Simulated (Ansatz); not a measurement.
Start from `[NH]=[Ta]([NH2])([NH2])[NH2]` and change one atom or group to get `[NH]=[Ta]([NH2])([NH2])[OH]`.

Ansatz, PBE0-D4/def2-TZVP geometries, multiplicity 1. Each molecule was computed in one conformer, which needn't be the lowest.

Elements past krypton have def2 core potentials.

```json
{"property": "size of the dipole moment (PBE/def2-TZVPP) / D", "`[NH]=[Ta]([NH2])([NH2])[NH2]`": "1.62"}
{"property": "size of the dipole moment (ωB97M-V/def2-TZVPP) / D", "`[NH]=[Ta]([NH2])([NH2])[NH2]`": "1.72"}
{"property": "HOMO–LUMO gap (PBE/def2-TZVPP) / eV", "`[NH]=[Ta]([NH2])([NH2])[NH2]`": "4.90"}
{"property": "HOMO–LUMO gap (B3LYP/def2-TZVPP) / eV", "`[NH]=[Ta]([NH2])([NH2])[NH2]`": "6.43"}
{"property": "HOMO–LUMO gap (ωB97M-V/def2-TZVPP) / eV", "`[NH]=[Ta]([NH2])([NH2])[NH2]`": "10.50"}
{"property": "HOMO energy (ωB97M-V/def2-TZVPP) / eV", "`[NH]=[Ta]([NH2])([NH2])[NH2]`": "-9.08"}
```

(1) What does the change do to each property? (Best estimate.)

## Answers

(1) Computed: 
| property | `[NH]=[Ta]([NH2])([NH2])[OH]` | shift |
| --- | --- | --- |
| size of the dipole moment (PBE/def2-TZVPP) / D | 0.65 | -0.97 |
| size of the dipole moment (ωB97M-V/def2-TZVPP) / D | 0.72 | -1.00 |
| HOMO–LUMO gap (PBE/def2-TZVPP) / eV | 5.03 | 0.13 |
| HOMO–LUMO gap (B3LYP/def2-TZVPP) / eV | 6.59 | 0.16 |
| HOMO–LUMO gap (ωB97M-V/def2-TZVPP) / eV | 10.68 | 0.18 |
| HOMO energy (ωB97M-V/def2-TZVPP) / eV | -9.30 | -0.22 |

The zero-point energy changes by -30.8 kJ/mol with -3 modes. Dipoles are sizes alone; their direction can turn.

B3LYP here is the variant with VWN-RPA as its local correlation; programs differ in this.
